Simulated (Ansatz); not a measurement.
ruthenium atom (Ru), quintet (all electrons, no relativity); B3LYP/3-21G run with Ansatz (an electronic-structure program).

Ansatz was given this input:
Ansatz 0.2 input:
```yaml
crystal:
  periodic: [false, false, false]
  atoms:
    - {symbol: Ru, position_ang: [0.00000000, 0.00000000, 0.00000000]}
basis:
  gaussian:
    orbitals: 3-21G.json
hamiltonian:
  xc: b3lyp
magnetization: {spin_polarized: true, initial_magnetization: 4}
```
The basis file holds 3-21G in the JSON format of the Basis Set Exchange.

Write the output that Ansatz gives for this input, abridged.


```
Functional definition: B3LYP
296 factors; integrals over basis functions are off by at most 1.3e-4 eV
mean field evaluation 1: about -120355.5259 eV, gradient 2.1e1 eV
mean field evaluation 2: about -120351.8226 eV, gradient 3.6e1 eV
mean field evaluation 4: about -120357.5350 eV, gradient 1.2e0 eV
mean field evaluation 8: about -120358.0685 eV, gradient 6.4e-1 eV
mean field evaluation 16: about -120358.1399 eV, gradient 5.6e-6 eV
mean field evaluation 32: about -120358.0267 eV, gradient 9.7e-1 eV
mean field -120358.13989771 eV, -4423.0800595633 hartree, gradient 8.8e-6 eV, S^2 6.000079; 4 other end points of the search recorded, 0 dependent functions left out
reference -120358.14005431 eV, -4423.0800653183 hartree; 24, 20 occupied and 15, 19 virtual orbitals, 296 factors
Total energy: -120358.14005431 eV, -4423.0800653183 hartree
```
